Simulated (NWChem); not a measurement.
Species: AgNH4; SMILES [AgH]<-[NH3]

Program: NWChem. All runs use the structure optimised with PBE0/def2-SVP. No frequency run checked for a minimum. def2 effective core potentials on Ag; no spin-orbit coupling. Ions are spin-unrestricted doublets at the neutral geometry; other ion states weren't tried.

For level PBE0/def2-SVP:

```
Quantity       Result
-------------  ------
−ε(HOMO) (eV)    5.77
```

Task: Estimate the same quantities for level PBE/def2-SVP.

Result: 
* **−ε(HOMO) (eV)**: 4.82
